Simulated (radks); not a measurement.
Values are calculated unless marked as measured or tabulated.
Numerical settings for the thulium ion Tm+, [Xe] 4f13 6s1. Level of theory: scalar-relativistic Kohn-Sham, BLYP, spin-polarised, spherical densities, point nucleus; open shells are filled with parallel spins first (spin-orbit coupling, left out, can overturn this in heavy ions) (a radial shooting solver on a logarithmic mesh with Libxc functionals). The defaults (mesh step 0.008 in ln r, mesh end at 40 bohr or more with all orbitals vanishing there, Anderson mixing 0.5 over 9 steps, residual threshold near 1e-9 with the energy settled to 1e-9 hartree or 1e-11 of itself, here a cap of 86 iterations) give E = -13568.1222 hartree and 4f at -9.140 eV in 17 iterations. Run on one thread of a shared host, so times are rough (Intel(R) Xeon(R) 6975P-C): 0.28 s of CPU time, 0.28 s wall, 17 iterations on 2648 mesh points. Changes against that run (0 stands for a change within the tolerance of the run):

setting                    iterations         converged  E (mhartree)  e(4f) (meV)  CPU (s)
mesh step in ln r 0.05             17               yes       +0.0864      -0.0365     0.06
mesh step in ln r 0.012            17               yes             0            0     0.26
mesh step in ln r 0.08              4                no      diverged            -     0.08
mesh end (bohr) 1                  14  level above zero     +2.57e+05    +3.54e+05      0.4
mesh end (bohr) 3                  15  level above zero     +1.61e+03    +1.18e+04     0.23
residual threshold 0.1             12               yes             0        +1.88     0.23
residual threshold 0.001           12               yes             0        +1.88     0.25
mixing 1                           13               yes             0            0     0.24
linear mixing, mixing 1            86                no     +6.64e+05    +8.26e+03      4.2
linear mixing, mixing 0.8          86                no     +1.52e+05    +7.99e+03        3
mixing history 3                   19               yes             0            0     0.26
iteration cap 5                     5                no          +104    +2.92e+03      0.1

Settled on a wrong energy, with an occupied level pushed above zero by the early mesh end: mesh end (bohr) 1 (+257 hartree); mesh end (bohr) 3 (+1.61 hartree). Apart from these: no run marked as converged misses the energy by more than 1 mhartree. A mesh that ends early acts as a hard wall.
